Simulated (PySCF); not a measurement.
Input for PySCF: R-B3LYP/6-31G* on H4OSi (SMILES O[SiH3]), a point of a torsion scan.

```python
from pyscf import gto, scf, dft, mp
from pyscf.data.elements import chemcore

mol = gto.M(
    atom='''
    O     1.10168233   -0.48137592   -0.24577506
    Si   -0.42464095    0.01333920    0.02213382
    H     1.86379521    0.03980336   -0.01667391
    H    -0.41784026    1.33735557    0.64729133
    H    -1.03460934   -0.97326670    0.90776257
    H    -1.08371998    0.05927427   -1.27916454
    ''',
    basis='6-31g*',
    cart=True,
    charge=0, spin=0, verbose=3, max_memory=1800)
mf = dft.RKS(mol, xc='b3lyp')
mf.conv_tol = 1e-8
mf.max_cycle = 100
mf.kernel()
if not mf.converged:
    mf = mf.newton().run(mf.mo_coeff, mf.mo_occ)
```

Output:

```
converged SCF energy = -367.13850692267
```

The calculation finished and met its thresholds.

Cost: around 4 core-seconds (rough).
